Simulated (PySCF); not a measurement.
**Fractional electron number in Au⁻ (gold, charge -1)**

The 6s beta orbital of [Xe] 4f14 5d10 6s2 is emptied in steps (occupation f), with all orbitals relaxed, ending at [Xe] 4f14 5d10 6s1. Computed with PySCF 2.14 in def2-TZVPPD with the def2 core potential (60 electrons) (6s5p3d2f1g, 59 functions), with a scalar-relativistic core potential. The exact energy is a straight line in f; departures are measured from the line between the end points of the same method.

```tsv
f	UHF (eV)	LDA (eV)	PBE (eV)	PBE0 (eV)	r2SCAN (eV)	LC-wPBE (eV)	BHandHLYP (eV)	wB97X (eV)	r2SCAN0 (eV)	TPSS (eV)
1	0.000	0.000	0.000	0.000	0.000	0.000	0.000	0.000	0.000	0.000
0.8	0.057	-0.502	-0.490	-0.342	-0.445	0.026	-0.221	-0.040	-0.312	-0.473
0.6	0.082	-0.758	-0.740	-0.516	-0.671	0.039	-0.334	-0.062	-0.468	-0.715
0.4	0.079	-0.763	-0.745	-0.518	-0.674	0.039	-0.336	-0.064	-0.468	-0.721
0.2	0.051	-0.512	-0.500	-0.347	-0.451	0.025	-0.226	-0.042	-0.313	-0.484
0	0.000	0.000	0.000	0.000	0.000	0.000	0.000	0.000	0.000	0.000
```

| method | E(f=0) − E(f=1) (eV) | −ε at f=1 (eV) | −ε at f=0.4 (eV) |
| --- | --- | --- | --- |
| UHF | 0.435 | 0.803 | 0.355 |
| LDA | 2.483 | -0.632 | 3.094 |
| PBE | 2.142 | -0.896 | 2.736 |
| PBE0 | 1.873 | -0.259 | 2.294 |
| r2SCAN | 2.078 | -0.683 | 2.626 |
| LC-wPBE | 1.531 | 1.693 | 1.495 |
| BHandHLYP | 1.646 | 0.270 | 1.913 |
| wB97X | 1.863 | 1.622 | 1.912 |
| r2SCAN0 | 1.892 | -0.049 | 2.280 |
| TPSS | 2.013 | -0.923 | 2.584 |

Orbital energy along the path (eV):

```json
{"f": "1", "UHF": "-0.803", "LDA": "0.632", "PBE": "0.896", "PBE0": "0.259", "r2SCAN": "0.683", "LC-wPBE": "-1.693", "BHandHLYP": "-0.270", "wB97X": "-1.622", "r2SCAN0": "0.049", "TPSS": "0.923"}
{"f": "0.8", "UHF": "-0.637", "LDA": "-0.583", "PBE": "-0.288", "PBE0": "-0.582", "r2SCAN": "-0.394", "LC-wPBE": "-1.628", "BHandHLYP": "-0.809", "wB97X": "-1.706", "r2SCAN0": "-0.718", "TPSS": "-0.222"}
{"f": "0.6", "UHF": "-0.488", "LDA": "-1.825", "PBE": "-1.499", "PBE0": "-1.432", "r2SCAN": "-1.503", "LC-wPBE": "-1.561", "BHandHLYP": "-1.356", "wB97X": "-1.802", "r2SCAN0": "-1.501", "TPSS": "-1.390"}
{"f": "0.4", "UHF": "-0.355", "LDA": "-3.094", "PBE": "-2.736", "PBE0": "-2.294", "r2SCAN": "-2.626", "LC-wPBE": "-1.495", "BHandHLYP": "-1.913", "wB97X": "-1.912", "r2SCAN0": "-2.280", "TPSS": "-2.584"}
{"f": "0.2", "UHF": "-0.236", "LDA": "-4.388", "PBE": "-4.001", "PBE0": "-3.167", "r2SCAN": "-3.760", "LC-wPBE": "-1.433", "BHandHLYP": "-2.484", "wB97X": "-2.030", "r2SCAN0": "-3.060", "TPSS": "-3.809"}
{"f": "0", "UHF": "-0.129", "LDA": "-5.707", "PBE": "-5.291", "PBE0": "-4.046", "r2SCAN": "-4.912", "LC-wPBE": "-1.381", "BHandHLYP": "-3.072", "wB97X": "-2.088", "r2SCAN0": "-3.849", "TPSS": "-5.067"}
```

At f = 1 the orbital energy is positive for LDA, PBE, PBE0, r2SCAN, r2SCAN0, TPSS: only the finite basis holds the electron.

Reference removal energy between the ground levels: 2.309 eV (measured; photodetachment measurements, as compiled on the Wikipedia data page of electron affinities). UHF lacks correlation.
